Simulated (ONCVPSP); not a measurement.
Logarithmic derivatives: rubidium, ONCV

```
Element                 : rubidium
Generator               : ONCVPSP 4.0.1
Type                    : optimised norm-conserving Vanderbilt (ONCV)
Functional              : PBE
Relativity              : scalar-relativistic
Frozen core             : [Ar] 3d10
Valence charge          : 9
Reference configuration : 4s2 4p6 5s0.75 (charge +0.25)
Partial waves           : 4s+5s: rc 2.45 bohr, ncon 4, nbas 9, qcut 5.3 1/bohr, 2 projectors; 4p: rc 1.80 bohr, ncon 4, nbas 8, qcut 4.4 1/bohr, 1 projector; d scattering state at 0.28 Ha: rc 2.55 bohr, ncon 4, nbas 8, qcut 3.5 1/bohr, 2 projectors, debl 0.9 Ha
Local potential         : polynomial inside 1.40 bohr (lpopt 5, dvloc0 0 Ha)
Core correction         : polynomial model core, fcfact 0.15
```

The phase is arctan(r·R′/R) of the radial function R(r), unwrapped; energies in Ha, scanned from -3 to 5 Ha. A pole is an energy at which the radial function vanishes at the test radius. The pseudo phase is shifted by a multiple of π to meet the all-electron one at the reference energy, and phase errors are pseudo minus all-electron; the curves can meet again beyond the range given. Levels narrower than the energy grid can be missing from the lists of poles.

| channel | radius (bohr) | reference energy (Ha) | poles, all-electron | poles, pseudo | unbroken range about the reference energy with phases within 0.05 rad | phase error 1 Ha above the reference energy (rad) |
| --- | --- | --- | --- | --- | --- | --- |
| s | 2.49 | -0.12 | -1.06, 2.72 | -1.06, 2.52, 3.94 | below 2.8 | -0.004 |
| p | 1.83 | -0.63 | 0.72 | 0.64, 4.94 | below 1.4 | -0.008 |
| d | 2.59 | 0.28 | 0.76, 4.12 | 0.76, 4.39 | the whole range | +0.000 |

Note: no bound ghost flagged; GHOST(+) flagged for s at 97.1 eV, d at 248.9 eV.

Phases in the p channel:

| E (Ha) | all-electron | pseudo |
| --- | --- | --- |
| -2.98 | 1.177 | 1.173 |
| -2.76 | 1.140 | 1.136 |
| -2.54 | 1.093 | 1.087 |
| -2.32 | 1.029 | 1.023 |
| -2.10 | 0.941 | 0.933 |
| -1.88 | 0.812 | 0.802 |
| -1.66 | 0.610 | 0.597 |
| -1.44 | 0.288 | 0.274 |
| -1.22 | -0.166 | -0.177 |
| -1.00 | -0.622 | -0.626 |
| -0.78 | -0.946 | -0.946 |
| -0.56 | -1.150 | -1.150 |
| -0.34 | -1.283 | -1.284 |
| -0.12 | -1.375 | -1.378 |
| 0.10 | -1.443 | -1.448 |
| 0.32 | -1.496 | -1.504 |
| 0.54 | -1.540 | -1.551 |
| 0.76 | -1.578 | -1.594 |
| 0.98 | -1.612 | -1.635 |
| 1.20 | -1.645 | -1.678 |
| 1.42 | -1.677 | -1.725 |
| 1.64 | -1.710 | -1.782 |
| 1.86 | -1.745 | -1.858 |
| 2.08 | -1.785 | -1.972 |
| 2.30 | -1.833 | -2.173 |
| 2.52 | -1.891 | -2.597 |
| 2.74 | -1.968 | -3.375 |
| 2.96 | -2.075 | -3.984 |
| 3.18 | -2.235 | -4.266 |
| 3.40 | -2.488 | -4.410 |
| 3.62 | -2.882 | -4.497 |
| 3.84 | -3.370 | -4.556 |
| 4.06 | -3.776 | -4.600 |
| 4.28 | -4.038 | -4.635 |
| 4.50 | -4.202 | -4.664 |
| 4.72 | -4.310 | -4.689 |
| 4.94 | -4.386 | -4.713 |
